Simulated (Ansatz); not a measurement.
Computed with Ansatz on PBE0-D4/def2-TZVP structures; ΔE is electronic, products minus reactants. CCSD(T)/CBS is the MP2 limit (def2-TZVPP, def2-QZVPP) plus CCSD(T) − MP2 in def2-TZVPP, frozen cores. Functionals use def2-TZVPP. B3LYP here is the variant with VWN-RPA as its local correlation; programs differ in this. For Ge outer-core shells are correlated without core-valence functions, which leaves a few kJ/mol of doubt a bond. Scalar relativity is left out up to krypton. Each species was taken in one conformer, which may not be the lowest.

`BOCCS` + `[NH2][GeH3]` → `SC[NH][GeH3]` + `BOC`  (substitution at a C–C bond)

`BOCCS`:

```xyz
12

B     2.166    0.289    0.476
O     1.298   -0.150   -0.447
C    -0.001   -0.605   -0.106
C    -1.035    0.351   -0.659
S    -2.724   -0.232   -0.391
H     3.230    0.668    0.084
H     1.858    0.291    1.640
H    -0.138   -1.596   -0.544
H    -0.097   -0.689    0.982
H    -0.908    1.350   -0.238
H    -0.924    0.433   -1.742
H    -2.725   -0.110    0.947
```

`[NH2][GeH3]`:

Cartesian coordinates in Å:
```
N 0.874 -0.261 -0.720
Ge -0.614 0.173 0.277
H 1.638 0.392 -0.613
H 1.228 -1.190 -0.536
H -1.684 -0.883 -0.039
H -0.377 0.199 1.807
H -1.065 1.569 -0.176
```

`SC[NH][GeH3]`:

```xyz
11

S     1.161   -1.728    1.073
C     0.948    0.095    0.911
N    -0.359    0.589    0.621
Ge   -1.030    0.463   -1.093
H     0.964   -2.028   -0.220
H     1.653    0.450    0.158
H     1.295    0.467    1.880
H    -1.025    0.332    1.336
H    -1.221   -0.991   -1.580
H    -0.006    1.163   -2.000
H    -2.381    1.187   -1.086
```

`BOC`:

Z-matrix (Å, degrees):
```
C
O 1 1.413
H 1 1.092 2 108.8
H 1 1.092 2 108.9 3 118.3
H 1 1.094 2 111.3 3 -120.8
B 2 1.339 1 122.3 3 121.0
H 6 1.196 2 116.9 1 180.0
H 6 1.204 2 120.2 1 0.0
```

```json
{"level": "PBE-D4", "ΔE (kcal/mol)": "7.1", "difference from CCSD(T)/CBS": "-2.0"}
{"level": "r2SCAN-D4", "ΔE (kcal/mol)": "8.2", "difference from CCSD(T)/CBS": "-0.9"}
{"level": "B3LYP-D4", "ΔE (kcal/mol)": "7.2", "difference from CCSD(T)/CBS": "-1.9"}
{"level": "ωB97X-V", "ΔE (kcal/mol)": "8.8", "difference from CCSD(T)/CBS": "-0.3"}
{"level": "B2PLYP", "ΔE (kcal/mol)": "8.6", "difference from CCSD(T)/CBS": "-0.5"}
{"level": "PBE", "ΔE (kcal/mol)": "7.6", "difference from CCSD(T)/CBS": "-1.5"}
{"level": "PBE0", "ΔE (kcal/mol)": "8.6", "difference from CCSD(T)/CBS": "-0.5"}
{"level": "HF/def2-TZVPP", "ΔE (kcal/mol)": "9.9", "difference from CCSD(T)/CBS": "0.8"}
{"level": "SCS-MP2/def2-TZVPP", "ΔE (kcal/mol)": "9.1", "difference from CCSD(T)/CBS": "0.0"}
{"level": "CCSD/def2-TZVPP", "ΔE (kcal/mol)": "9.4", "difference from CCSD(T)/CBS": "0.3"}
{"level": "CCSD(T)/def2-TZVPP", "ΔE (kcal/mol)": "9.0", "difference from CCSD(T)/CBS": "-0.1"}
{"level": "MP2/def2-QZVPP", "ΔE (kcal/mol)": "9.3", "difference from CCSD(T)/CBS": "0.2"}
{"level": "SCS-MP2/def2-QZVPP", "ΔE (kcal/mol)": "9.2", "difference from CCSD(T)/CBS": "0.1"}
{"level": "HF/CBS(def2)", "ΔE (kcal/mol)": "9.9", "difference from CCSD(T)/CBS": "0.8"}
{"level": "MP2/CBS(def2)", "ΔE (kcal/mol)": "9.4", "difference from CCSD(T)/CBS": "0.3"}
{"level": "CCSD/CBS(def2)", "ΔE (kcal/mol)": "9.5", "difference from CCSD(T)/CBS": "0.4"}
{"level": "CCSD(T)/CBS", "ΔE (kcal/mol)": "9.1", "difference from CCSD(T)/CBS": "0"}
```

Largest T1 diagnostic among the species: 0.014.

The D4 term adds −0.9 kcal/mol with B3LYP and −0.5 kcal/mol with PBE0; it sums over pairs of atoms, weighted by their polarisabilities, and B3LYP, whose exchange is more repulsive, gets the larger term. From PBE to PBE0 (25 % exact exchange), in def2-TZVPP and without D4, ΔE moves by +1.0 kcal/mol.
